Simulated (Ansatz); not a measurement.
Pulling on the Ge1–H2 bond in GeH2 (SMILES [GeH2]) (multiplicity 1 held, fragments rigid). Energies count from the point at 1.599 Å.
Geometry at that point (charge 0, multiplicity 1):
```xyz
3

Ge     0.007    -0.001     0.066
H     -0.123    -1.129    -1.060
H     -0.089     1.145    -1.046
```

Signs of static correlation in cc-pVDZ, with CASSCF(2,2), from Ansatz (an electronic-structure program) runs.

```
R (Å)  T1 of restricted CCSD  ⟨S²⟩ of UHF  largest double amplitude of restricted CCSD  weight of the CASSCF reference in MRCISD  CASSCF natural occupations
-----  ---------------------  -----------  -------------------------------------------  ----------------------------------------  --------------------------
1.279                  0.012        0.322                                        0.103                                     0.933                   1.99 0.01
1.439                  0.012        0.270                                        0.097                                     0.933                   1.98 0.02
1.599                  0.013        0.223                                        0.091                                     0.933                   1.97 0.03
1.759                  0.014        0.179                                        0.084                                     0.933                   1.96 0.04
1.919                  0.016        0.140                                        0.096                                     0.934                   1.94 0.06
2.159                  0.022        0.145                                        0.154                                     0.934                   1.91 0.09
2.399                  0.030        0.513                                        0.226                                     0.934                   1.85 0.15
2.799                  0.052            ?                                        0.357                                     0.934                   1.70 0.30
3.199                      ?        0.943                                        0.510                                     0.934                   1.52 0.48
3.679                  0.115        0.990                                        0.701                                     0.934                   1.31 0.69
4.318                  0.144        1.007                                        0.898                                     0.934                   1.14 0.86
5.118                  0.158        1.011                                        1.024                                     0.934                   1.05 0.95
```

Problem. Complete the blanks.

Solution. 
- 2.799, ⟨S²⟩ of UHF: 0.828
- 3.199, T1 of restricted CCSD: 0.081

Doubts at one or more of the structures used: a restricted determinant that unrestricted orbitals would lower (R-CCSD(T)/cc-pVDZ); T1 above 0.05 (R-CCSD(T)/cc-pVDZ, U-CCSD(T)/cc-pVDZ); other coupled-cluster roots lie near (R-CCSD(T)/cc-pVDZ); a spin-contaminated determinant (U-CCSD(T)/cc-pVDZ).
